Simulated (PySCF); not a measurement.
Computed with PBE0 in PySCF with In def2-TZVP with ECP28, Br def2-TZVP; scalar-relativistic core potentials, no spin–orbit coupling; density-fitted integrals.

Each entry is the lowest minimum that a search over a few typed start shapes (and spin states, where more than one is plausible) found, or that minimum re-optimised at the stated level; isomers with ligand–ligand bonds, or fragments after loss of a ligand pair, can lie lower. Open shells are unrestricted.

InBr₂ is a doublet of C2v symmetry with In–Br 2.505 Å (×2); Br–In–Br 121.4°. Its wavenumbers are 57, 209, 251 cm⁻¹.

Q: What changes when one electron is removed, giving InBr₂⁺?

A: It costs 7.85 eV between the minima (7.87 eV with zero-point energy). InBr₂⁺ is a singlet of D∞h symmetry with In–Br 2.345 Å (×2); Br–In–Br 180.0°; wavenumbers 68 (×2), 236, 372 cm⁻¹.
